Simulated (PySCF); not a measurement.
Species: C₇H₇FO.
Atom-mapped SMILES: `[CH3:1][O:2][c:3]1[cH:4][cH:5][cH:6][cH:7][c:8]1[F:9]` (hydrogens: H10, H11, H12 on C1; H13 on C4; H14 on C5; H15 on C6; H16 on C7)

The same species was optimised twice, with GFN2-xTB and with PBE0-D3(BJ)/def2-SVP (PySCF), and the same property calculations (PySCF, gas phase) were run on both structures.

| coordinate | GFN2-xTB | PBE0-D3(BJ)/def2-SVP | change |
| --- | --- | --- | --- |
| C8–F9 (Å) | 1.350 | 1.330 | -0.020 |
| O2–C3 (Å) | 1.357 | 1.344 | -0.013 |
| C4–C5 (Å) | 1.386 | 1.398 | +0.012 |
| C6–C7 (Å) | 1.386 | 1.398 | +0.012 |
| C5–C6 (Å) | 1.381 | 1.389 | +0.008 |
| C1–O2 (Å) | 1.406 | 1.399 | -0.007 |
| C3–C4 (Å) | 1.390 | 1.397 | +0.007 |
| C3–C8 (Å) | 1.401 | 1.407 | +0.006 |
| C7–C8 (Å) | 1.377 | 1.382 | +0.005 |
| C7–C8–F9 (°) | 119.1 | 120.2 | +1.1 |
| C4–C3–C8 (°) | 117.5 | 118.2 | +0.7 |
| C3–C8–C7 (°) | 122.2 | 121.5 | -0.7 |
| O2–C3–C8 (°) | 116.8 | 116.2 | -0.6 |
| C3–C8–F9 (°) | 118.8 | 118.3 | -0.5 |
| C6–C7–C8 (°) | 119.4 | 119.8 | +0.4 |
| C3–C4–C5 (°) | 120.6 | 120.4 | -0.2 |
| C4–C5–C6 (°) | 120.9 | 120.7 | -0.2 |
| C1–O2–C3–C4 (°) | -1 | 0 | +1 |

Rotational constants: A = 2541, B = 1562, C = 973.6 MHz (GFN2-xTB) against A = 2539, B = 1568, C = 975.4 MHz (PBE0-D3(BJ)/def2-SVP). Point groups within 0.08 Å: Cs and Cs. Atoms that the bonding makes alike are paired by their places after alignment.

On the GFN2-xTB structure: HOMO (eV) -6.58 [PBE0/pcSseg-1]; LUMO (eV) -0.22 [PBE0/pcSseg-1]; dipole (D) 2.62 [PBE0/pcSseg-1]; GIAO shielding of C1 (ppm) 131.3 [PBE0/pcSseg-1]; GIAO shielding of O2 (ppm) 246.1 [PBE0/pcSseg-1]; GIAO shielding of C3 (ppm) 31.6 [PBE0/pcSseg-1]; GIAO shielding of C4 (ppm) 71.9 [PBE0/pcSseg-1]; GIAO shielding of C5 (ppm) 58.1 [PBE0/pcSseg-1]; GIAO shielding of C6 (ppm) 61.6 [PBE0/pcSseg-1]; GIAO shielding of C7 (ppm) 64.2 [PBE0/pcSseg-1]; GIAO shielding of C8 (ppm) 24.3 [PBE0/pcSseg-1].

Task: What do these properties become on the PBE0-D3(BJ)/def2-SVP structure?

Result: 
| property | level | on GFN2-xTB | on PBE0-D3(BJ)/def2-SVP | change |
| --- | --- | --- | --- | --- |
| HOMO (eV) | PBE0/pcSseg-1 | -6.58 | -6.52 | +0.06 |
| LUMO (eV) | PBE0/pcSseg-1 | -0.22 | -0.23 | -0.01 |
| dipole (D) | PBE0/pcSseg-1 | 2.62 | 2.46 | -0.16 |
| energy, GFN2-xTB geometry as zero (kcal/mol) | PBE0/pcSseg-1 | 0.0 | -0.2 | -0.2 |
| GIAO shielding of C1 (ppm) | PBE0/pcSseg-1 | 131.3 | 130.7 | -0.6 |
| GIAO shielding of O2 (ppm) | PBE0/pcSseg-1 | 246.1 | 246.3 | +0.2 |
| GIAO shielding of C3 (ppm) | PBE0/pcSseg-1 | 31.6 | 31.1 | -0.5 |
| GIAO shielding of C4 (ppm) | PBE0/pcSseg-1 | 71.9 | 70.4 | -1.5 |
| GIAO shielding of C5 (ppm) | PBE0/pcSseg-1 | 58.1 | 55.7 | -2.4 |
| GIAO shielding of C6 (ppm) | PBE0/pcSseg-1 | 61.6 | 59.7 | -1.9 |
| GIAO shielding of C7 (ppm) | PBE0/pcSseg-1 | 64.2 | 63.0 | -1.2 |
| GIAO shielding of C8 (ppm) | PBE0/pcSseg-1 | 24.3 | 24.8 | +0.5 |

The heavy atoms differ by 0.013 Å rms after alignment. Among bonds between heavy atoms C8–F9 changes most (-0.020 Å). Changes are differences of the printed values. Neither structure is proved a minimum here.

Conformer computed: `[CH3:1][O:2][c:3]1[cH:4][cH:5][cH:6][cH:7][c:8]1[F:9]`: C1–O2–C3–C4 0°.
